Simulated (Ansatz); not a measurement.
HgCl₂. Total charge 0; singlet. Geometry PBE0-D4/def2-TZVP, that of the neutral singlet.

```
atom    x (Å)    y (Å)    z (Å)
 Hg1   0.0005   0.0006   0.0003
 Cl2  -1.7142   0.9739   1.0984
 Cl3   1.7136  -0.9745  -1.0987
```

In the def2 sets Hg takes a core potential; there is no spin–orbit coupling. The structure comes from a short search, and lower isomers may exist.

Q: Estimate the orbital energies around the gap (eV) in Ansatz with PBE-D4/def2-TZVP, r2SCAN-D4/def2-TZVP, PBE0-D4/def2-TZVP.

A: 
```json
{"orbital": "HOMO−5", "PBE-D4/def2-TZVP": "-9.90", "r2SCAN-D4/def2-TZVP": "-10.23", "PBE0-D4/def2-TZVP": "-11.18"}
{"orbital": "HOMO−4", "PBE-D4/def2-TZVP": "-9.24", "r2SCAN-D4/def2-TZVP": "-9.57", "PBE0-D4/def2-TZVP": "-10.42"}
{"orbital": "HOMO−3", "PBE-D4/def2-TZVP": "-8.17", "r2SCAN-D4/def2-TZVP": "-8.52", "PBE0-D4/def2-TZVP": "-9.58"}
{"orbital": "HOMO−2", "PBE-D4/def2-TZVP": "-8.17", "r2SCAN-D4/def2-TZVP": "-8.52", "PBE0-D4/def2-TZVP": "-9.58"}
{"orbital": "HOMO−1", "PBE-D4/def2-TZVP": "-7.53", "r2SCAN-D4/def2-TZVP": "-7.87", "PBE0-D4/def2-TZVP": "-8.91"}
{"orbital": "HOMO", "PBE-D4/def2-TZVP": "-7.53", "r2SCAN-D4/def2-TZVP": "-7.87", "PBE0-D4/def2-TZVP": "-8.91"}
{"orbital": "LUMO", "PBE-D4/def2-TZVP": "-3.22", "r2SCAN-D4/def2-TZVP": "-3.07", "PBE0-D4/def2-TZVP": "-2.28"}
{"orbital": "LUMO+1", "PBE-D4/def2-TZVP": "-1.31", "r2SCAN-D4/def2-TZVP": "-0.99", "PBE0-D4/def2-TZVP": "-0.65"}
{"orbital": "LUMO+2", "PBE-D4/def2-TZVP": "-1.31", "r2SCAN-D4/def2-TZVP": "-0.99", "PBE0-D4/def2-TZVP": "-0.65"}
{"orbital": "LUMO+3", "PBE-D4/def2-TZVP": "0.68", "r2SCAN-D4/def2-TZVP": "1.43", "PBE0-D4/def2-TZVP": "1.29"}
{"orbital": "LUMO+4", "PBE-D4/def2-TZVP": "2.12", "r2SCAN-D4/def2-TZVP": "2.73", "PBE0-D4/def2-TZVP": "2.90"}
{"orbital": "LUMO+5", "PBE-D4/def2-TZVP": "2.48", "r2SCAN-D4/def2-TZVP": "2.98", "PBE0-D4/def2-TZVP": "3.05"}
{"orbital": "β HOMO", "PBE-D4/def2-TZVP": "-7.53", "r2SCAN-D4/def2-TZVP": "-7.87", "PBE0-D4/def2-TZVP": "-8.91"}
{"orbital": "β LUMO", "PBE-D4/def2-TZVP": "-3.22", "r2SCAN-D4/def2-TZVP": "-3.07", "PBE0-D4/def2-TZVP": "-2.28"}
```
